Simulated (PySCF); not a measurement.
SMILES F[SiH](F)[SiH](F)F, singlet, PBE0/def2-SVP optimised geometry.

```
8

Si    -1.28    -2.04     1.79
F     -2.90    -2.03     1.80
F     -0.78    -1.34     3.16
Si    -0.57    -0.70     0.00
F      1.05    -0.70     0.00
F     -1.05    -1.41    -1.37
H     -0.81    -3.45     1.78
H     -1.05     0.70     0.00
```

Density from PBE0/def2-TZVP run with PySCF at that geometry.

Minimum of the electron density along straight lines between bonded atoms, close to the bond critical point (lines longer than 1.1 times the sum of covalent radii, or with two minima, are not listed):

```tsv
bond	length / Å	ρ at the minimum / e bohr⁻³	∇²ρ there / e bohr⁻⁵	position (fraction from the first atom)
Si1–F2	1.617	0.134	0.92	0.42
Si1–F3	1.617	0.134	0.92	0.42
Si1–Si4	2.342	___	___	0.50
Si4–F5	1.617	0.134	0.92	0.42
Si4–F6	1.617	0.134	0.92	0.42
Si1–H7	1.483	0.128	0.13	0.49
Si4–H8	1.483	0.128	0.13	0.49
```

Q: Fill in the missing entries.

A: 
- Si1–Si4, ρ at the minimum / e bohr⁻³: 0.104
- Si1–Si4, ∇²ρ there / e bohr⁻⁵: -0.21
